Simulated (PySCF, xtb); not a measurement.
C4H7NSi, SMILES N#C/C=C\C[SiH3].

GFN2-xTB run with xtb 6.7.1 at its own geometry gives an orbital gap of 3.62 eV and a dipole moment of 4.13 D.

Coordinates come from a PBE-D3(BJ)/def2-SVP optimisation. The structure was generated by enumeration; whether it is a known compound was not checked. One conformer was computed; it need not be the lowest.

### Question
What does PBE0/def2-TZVP (PySCF) give? (An estimate is asked for; the answer gives what the named calculation found.)

### Answer
gap 6.03 eV (levels -7.64 and -1.61 eV), dipole 4.23 D.
